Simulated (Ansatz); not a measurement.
`CC(=O)O[Si](Cl)(OC(C)=O)OC(C)=O`. Charge 0, multiplicity 1.

Cartesian coordinates in Å:
```
C 1.946 1.955 2.666
C 0.676 1.300 2.236
O -0.106 0.739 2.947
O 0.492 1.402 0.897
Si -0.770 0.727 0.086
Cl -2.461 1.775 0.399
O -0.256 0.899 -1.467
C -0.840 0.294 -2.530
C -0.110 0.588 -3.798
O -1.818 -0.388 -2.419
O -1.100 -0.822 0.520
C -0.181 -1.814 0.450
C -0.743 -3.116 0.909
O 0.935 -1.619 0.059
H 2.059 1.870 3.744
H 1.936 3.005 2.366
H 2.787 1.480 2.157
H -0.607 0.101 -4.633
H 0.919 0.234 -3.711
H -0.069 1.667 -3.955
H -1.092 -3.013 1.939
H -1.611 -3.370 0.297
H 0.013 -3.893 0.839
```

**Question.** Give the diagnostics of a CCSD(T)/def2-TZVPP run (frozen core, Ansatz). (An estimate is asked.)

**Answer.** Computed: T1 = 0.0147, largest single amplitude 0.033, largest double 0.031, (T) share of the correlation energy 4.1 %, 10 CCSD cycles. The RHF solution is stable towards an unrestricted one. T1 lies under the customary mark of 0.02 for closed shells.
